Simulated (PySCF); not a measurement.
Isomers of C7H13BO2. The calculation used TDDFT CAM-B3LYP/def2-SVPD, vertical, gas phase, core orbitals frozen in the response (PySCF 2.14.0, density-fitted response routines). Geometries: PBE0-D3(BJ)/def2-SVP; one conformer of each isolated species. Triplets are in the Tamm–Dancoff approximation. 'Strongest' means the level of largest summed f among the lowest 10 singlets; it needn't be the same kind of state in each.

Problem. Rank by computed energy of the strongest computed level, lowest first.
A. `C[C@@H]1CC2(CC2)[C@H]1B(O)O`
B. `C[C@@H]1CC2(CC2)[C@@H]1B(O)O`
C. `C=C(C)CB(O)OC1CC1`
D. `C=C[C@@H]1CC[C@@H](B(O)O)C1`
E. `OB(O)[C@H]1[C@@H]2CCCC[C@@H]21`
F. `[C@H]12C[C@@H](CC[C@H]2B(O)O)C1`

Solution. C (6.73 eV), B (7.09 eV), D (7.31 eV), F (7.43 eV), A (7.68 eV), E (7.92 eV).

| SMILES | strongest (eV) | HOMO (eV) | f (strongest) | S1 (eV) | f (S1) | S1 mainly |
| --- | --- | --- | --- | --- | --- | --- |
| C=C(C)CB(O)OC1CC1 | 6.73 | -8.20 | 0.15 | 6.50 | 0.093 | H→L+1 (65%) |
| C[C@@H]1CC2(CC2)[C@@H]1B(O)O | 7.09 | -8.75 | 0.03 | 7.09 | 0.028 | H→L (83%) |
| C=C[C@@H]1CC[C@@H](B(O)O)C1 | 7.31 | -8.67 | 0.45 | 7.10 | 0.058 | H→L (46%) |
| OB(O)[C@@H]1CC[C@H]2C[C@@H]1C2 | 7.43 | -9.31 | 0.03 | 7.43 | 0.027 | H→L (78%) |
| C[C@@H]1CC2(CC2)[C@H]1B(O)O | 7.68 | -8.90 | 0.03 | 7.03 | 0.015 | H→L (75%) |
| OB(O)[C@H]1[C@@H]2CCCC[C@@H]21 | 7.92 | -8.89 | 0.17 | 7.17 | 0.014 | H→L (89%) |

H and L stand for HOMO and LUMO.

- `C=C(C)CB(O)OC1CC1`: Löwdin shares by element: HOMO carbon 77% or more (atoms not listed hold the other 23%); LUMO boron 38%, oxygen 25%, hydrogen 9% or more (atoms not listed hold the other 28%).
- `C[C@@H]1CC2(CC2)[C@@H]1B(O)O`: Löwdin shares by element: HOMO carbon 66% or more (atoms not listed hold the other 34%); LUMO boron 38%, oxygen 24%, hydrogen 10% or more (atoms not listed hold the other 29%).
- `C=C[C@@H]1CC[C@@H](B(O)O)C1`: Löwdin shares by element: HOMO carbon 79% or more (atoms not listed hold the other 21%); LUMO boron 45%, oxygen 20%, hydrogen 6% or more (atoms not listed hold the other 29%).
- `OB(O)[C@@H]1CC[C@H]2C[C@@H]1C2`: Löwdin shares by element: HOMO carbon 37% or more, boron 10% (atoms not listed hold the other 53%); LUMO boron 40%, oxygen 22%, hydrogen 6% or more (atoms not listed hold the other 33%).
- `C[C@@H]1CC2(CC2)[C@H]1B(O)O`: Löwdin shares by element: HOMO carbon 60% or more (atoms not listed hold the other 40%); LUMO boron 38%, oxygen 25%, hydrogen 9% or more (atoms not listed hold the other 29%).
- `OB(O)[C@H]1[C@@H]2CCCC[C@@H]21`: Löwdin shares by element: HOMO carbon 66% or more (atoms not listed hold the other 34%); LUMO boron 47%, oxygen 23%, hydrogen 9% or more (atoms not listed hold the other 21%).
